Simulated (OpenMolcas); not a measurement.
How methods differ on InHCl2 (InCl2H)

InHCl2 has 4 atoms, charge 0, and is taken as a singlet. As SMILES, `[H][In]([Cl])[Cl]`. The shape comes from GFN2-xTB, which is rough for such elements, and wasn't checked as a minimum.

Quantity: the electronic atomisation energy, in eV. The values are calculated. Electronic energies at fixed atoms, without zero-point motion or spin-orbit coupling.

```
                            level             kind     program  value (eV)  CPU time (all runs)
    HF/def2-SVPD (core potential)     Hartree–Fock  OpenMolcas        6.92                 16 s
 SVWN5/def2-SVPD (core potential)              LDA  OpenMolcas       10.68                 24 s
  BLYP/def2-SVPD (core potential)              GGA  OpenMolcas        8.60                 41 s
   PBE/def2-SVPD (core potential)              GGA  OpenMolcas           ?                 30 s
revPBE/def2-SVPD (core potential)              GGA  OpenMolcas           ?                 30 s
r2SCAN/def2-SVPD (core potential)         meta-GGA  OpenMolcas        9.45                 49 s
 B3LYP/def2-SVPD (core potential)    global hybrid  OpenMolcas        8.80                 29 s
M06-2X/def2-SVPD (core potential)  hybrid meta-GGA  OpenMolcas        9.34                 34 s
```

Problem. Estimate the missing values from the other rows.

Solution. As computed at these levels: PBE/def2-SVPD (core potential): 9.20 eV; revPBE/def2-SVPD (core potential): 8.77 eV. The values span 6.92 to 10.68 eV. Times are those of the runs behind each value, whatever else they computed, on shared processors of several kinds: orders of magnitude only.
